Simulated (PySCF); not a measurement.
## [VF4]-: what the settings change

The complex [VF4]- (charge -1) contains V(III), shell d2. The structure is a PBE0-D3(BJ)/def2-TZVP geometry optimised for multiplicity 3; coordination tetrahedral, point group Td, metal–donor distances 1.83 Å.

```
5

V     0.000    0.000    0.000
F     1.055    1.055    1.055
F     1.055   -1.055   -1.055
F    -1.055   -1.055    1.055
F    -1.055    1.055   -1.055
```

Method (PySCF 2.14, density fitting): CASSCF(2,5) with orbitals averaged over all microstates of the shell, strongly contracted NEVPT2 on the averaged canonical orbitals; basis x2c-TZVPall on the metal, x2c-SVPall elsewhere; spin-free X2C; IEF-PCM dichloromethane; spin-orbit coupling by state interaction with the mean-field operator over all roots.

Base run: NEVPT2 ground state 3A2, next 3T2 at 8693, then 1E at 12415 cm⁻¹, 10Dq(CASSCF) 7834, B(CASSCF) 946, ζ 179 cm⁻¹, g 1.925 1.925 1.925, μeff(300 K) 2.80 μB.

Question: What happens with the basis x2c-TZVPall on all atoms?

Answer: NEVPT2 ground state 3A2, next 3T2 at 8447, then 1E at 12352 cm⁻¹, 10Dq(CASSCF) 7739, B(CASSCF) 945, ζ 179 cm⁻¹, g 1.923 1.923 1.923, μeff(300 K) 2.80 μB. It took 7.2 s against 4.2 s on a shared host of the same kind.

Question: What happens with orbitals averaged over the highest spin alone?

Answer: NEVPT2 ground state 3A2, next 3T2 at 8688, then 1E at 12461 cm⁻¹, 10Dq(CASSCF) 7838, B(CASSCF) 956, ζ 181 cm⁻¹, g 1.923 1.923 1.923, μeff(300 K) 2.80 μB.

No frequencies were computed for the optimised geometry. NEVPT2 on the d shell alone tends to put d–d bands too high for such charged or covalently bound ions.
